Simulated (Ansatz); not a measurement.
Task: Name a neutral molecule of C, Sb and H with HOMO–LUMO gap (ωB97M-V/def2-TZVPP) between 10.25 and 10.55 eV and HOMO–LUMO gap (PBE/def2-TZVPP) between 4.90 and 5.20 eV (Ansatz, PBE0-D4/def2-TZVP geometry).

Result: `[CH3][SbH][CH3]` (10.28 eV, 4.96 eV); `[CH3][SbH2]` (10.47 eV, 5.08 eV); `C[CH2][SbH2]` (10.36 eV, 4.95 eV). Other molecules can fit too; these were computed, each in one conformer that needn't be the lowest.
